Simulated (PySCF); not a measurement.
**ORD: `C[C@@H](Br)[C@@H]1[C@@H]2C=C[C@@H]21`, C7H9Br**

Geometry:
```tsv
atom	x (Å)	y (Å)	z (Å)
C1	-2.018	0.843	-0.333
C2	-1.026	0.251	0.650
Br3	-2.016	-0.594	2.145
C4	-0.148	-0.790	0.021
C5	1.193	-1.209	0.570
C6	1.901	0.007	1.131
C7	1.831	0.676	-0.018
C8	1.115	-0.448	-0.737
H9	-2.660	1.572	0.156
H10	-2.644	0.066	-0.767
H11	-1.472	1.339	-1.135
H12	-0.431	1.034	1.123
H13	-0.718	-1.606	-0.418
H14	1.450	-2.237	0.753
H15	2.240	0.231	2.124
H16	2.096	1.665	-0.340
H17	1.300	-0.788	-1.740
```

The calculation used PySCF, TDDFT PBE0/def2-SVPD circular dichroism and optical rotation, one conformer, gas phase. Geometry: GFN2-xTB.

The molecule is flexible and this is one conformer; a measurement averages over conformers. The calculation is non-relativistic, which matters for the atoms heavier than Zn.

Stereocentres: C2 R, C5 R, C8 S.

Question: What is the specific rotation at 633, 589.3, 546, 436, 405, 365, 355 nm?

Answer: [α] in deg dm⁻¹ (g/mL)⁻¹:
| λ (nm) | origin-invariant length gauge | modified velocity gauge | length gauge (centre of mass) | isotropic polarisability (au) |
| --- | --- | --- | --- | --- |
| 633 | -98.7 | -99.8 | -100.1 | 100.1 |
| 589.3 | -115.0 | -116.1 | -116.6 | 100.5 |
| 546 | -135.3 | -136.5 | -137.2 | 101.0 |
| 436 | -217.2 | -217.4 | -220.1 | 103.1 |
| 405 | -250.6 | -249.7 | -253.9 | 104.1 |
| 365 | -294.3 | -290.1 | -298.2 | 105.9 |
| 355 | -301.8 | -296.1 | -305.9 | 106.4 |

Question: And for the mirror image at 589.3 nm?

Answer: +115.0 deg dm⁻¹ (g/mL)⁻¹ (origin-invariant length gauge): the same size and the opposite sign.

Question: What is the molar rotation [Φ] = [α]·M/100 of the geometry above at 589.3 nm?

Answer: With M = 173.05 g/mol, -198.9 deg cm² dmol⁻¹ (origin-invariant length gauge).

The first excitation lies at 4.96 eV (250 nm) with R = +19.9 × 10⁻⁴⁰ esu² cm² (velocity form).
